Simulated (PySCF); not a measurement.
A structure optimised at PBE-D3(BJ)/def2-TZVP, used in a PySCF frequency run:

```xyz
7

Si     1.2080    -0.0872     0.0000
Si    -1.1212     0.0142     0.0000
H      1.8547     0.4828    -1.2257
H      1.8547     0.4828     1.2257
H     -1.6413    -0.6820     1.2175
H     -1.6413    -0.6820    -1.2175
H     -1.6421     1.4207     0.0000
```
Charge 0, spin multiplicity 2.

### Question
Write its SMILES, formula and point group.

### Answer
[SiH2][SiH3], H₅Si₂, Cs

### Question
What are its rotational constants (standard atomic weights)?

### Answer
52.483, 5.3203, 5.1890 GHz
